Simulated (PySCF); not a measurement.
C5H14Si3.
SMILES with atom numbers: `[CH2:1]=[CH:2][SiH:3]1[CH2:4][SiH2:5][CH2:6][SiH2:7][CH2:8]1`

Cartesian coordinates in Å at the PBE0-D3(BJ)/def2-SVP level; atoms count from 1:
```xyz
22
C5H14Si3 angstrom
C      3.1894    0.7211   -0.5675
C      2.4956    0.0288    0.3433
Si     0.6798   -0.4069    0.1867
C     -0.0328    0.2380   -1.4321
Si    -1.8802   -0.0772   -1.6236
C     -2.7968    0.6428   -0.1432
Si    -2.1542    0.0154    1.5140
C     -0.2991    0.3192    1.6274
H      2.7289    1.0781   -1.4960
H      4.2497    0.9645   -0.4343
H      3.0263   -0.2977    1.2489
H      0.5336   -1.8988    0.2316
H      0.5064   -0.2055   -2.2861
H      0.1351    1.3295   -1.4763
H     -2.1307   -1.5523   -1.6905
H     -2.3833    0.5283   -2.8989
H     -3.8738    0.4199   -0.2298
H     -2.6960    1.7426   -0.1675
H     -2.8704    0.6925    2.6431
H     -2.4233   -1.4544    1.6199
H      0.0841   -0.0890    2.5783
H     -0.1175    1.4086    1.6531
```

NICS = −σ at a ghost point: NICS(0) at the centroid of the ring atoms, NICS(1) 1 Å to either side along the normal of their mean plane, zz for the tensor component along that normal. Level: GIAO B3LYP/pcSseg-1 (PySCF, non-relativistic, gas phase) on the PBE0-D3(BJ)/def2-SVP geometry, one conformer.

Ring bond lengths (Å): Si3–C4 1.883, C4–Si5 1.884, Si5–C6 1.884, C6–Si7 1.885, Si7–C8 1.883, C8–Si3 1.887.

Problem. What do the NICS probes read (ppm)?

Solution. 
```tsv
ring	type	NICS(0)	NICS(1), two faces	NICS(1)zz, two faces	rms pucker (Å)	centre to ring atoms, mean (Å)
Si3–C4–Si5–C6–Si7–C8	6-membered ring with 3 Si; formal bonds all single	-2.1	-1.4 / -2.2	3.5 / 5.3	0.28	1.82
```

Problem. What do they say, and how far can they be read as aromaticity?

Solution. 
- Si3–C4–Si5–C6–Si7–C8: mean NICS(1)zz 4.4 ppm, deshielded. Si3, C4, Si5, C6, Si7, C8 have four or more neighbours, and the NICS criterion for π rings isn't applied.

Problem. What is the mean of the two in-plane components of NICS at the second NICS(1) probe listed for ring Si3–C4–Si5–C6–Si7–C8, 1 Å off the ring?

Solution. The isotropic value is a third of the trace: (3 × -2.2 − (5.3))/2 = -6.0 ppm.

Problem. How do the values depend on the level or the medium?

Solution. 
| level | NICS(0), Si3–C4–Si5–C6–Si7–C8 | mean NICS(1)zz, Si3–C4–Si5–C6–Si7–C8 |
| --- | --- | --- |
| B3LYP/pcSseg-1, gas | -2.1 | 4.4 |
| PBE0/pcSseg-1, gas | -2.3 | 4.3 |
| PBE0/pcSseg-1, IEF-PCM methanol | -2.3 | 4.3 |
| PBE0/pcSseg-1, IEF-PCM tetrahydrofuran | -2.3 | 4.3 |

The geometry is the same throughout; the continuum's cavity takes Bondi-type radii × 1.2.
